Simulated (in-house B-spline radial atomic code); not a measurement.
F II (F+) is squeezed into an impenetrable sphere of radius R (the orbitals vanish at R). No spin polarisation. Caution: exact exchange at fractional occupations of open shells leaves self-interaction of up to several eV. Method: non-relativistic B3LYP, spherical fractional occupations, point nucleus. Calculated with an all-electron radial atomic-structure program (B-spline basis).

Energies in eV above the free ion in [He] 2s2 2p4:

| R (bohr) | highest level (eV) | [He] 2s2 2p4 | [He] 2s1 2p5 | -dE/dV in [He] 2s2 2p4 (GPa) |
| --- | --- | --- | --- | --- |
| 7.97 | -29.4 | 0 | 19.69 | 1.18e-05 |
| 6.86 | -29.4 | 6.544e-05 | 19.69 | 0.000327 |
| 5.44 | -29.4 | 0.003039 | 19.69 | 0.0237 |
| 4.58 | -29.3 | 0.02996 | 19.72 | 0.325 |
| 3.44 | -28.7 | 0.5991 | 20.38 | 11.4 |
| 3.25 | -28.3 | 0.9857 | 20.82 | 21.1 |
| 2.51 | -24.3 | 6.97 | 27.34 | 254 |
| 2.16 | -18.9 | 17.95 | 38.88 | 906 |
| 1.78 | -6.33 | 51.6 | 73.17 | 3980 |
| 1.35 | 30.2 | 182.6 | 201.8 | 26700 |

Q: Does [He] 2s1 2p5 fall below [He] 2s2 2p4 under compression?

A: No, it stays above over the whole range.

The highest level is first positive in the row R = 1.35 bohr, pushed up by confinement above the zero of the free ion's potential. Each configuration is held fixed and needn't be the lowest in the sphere.
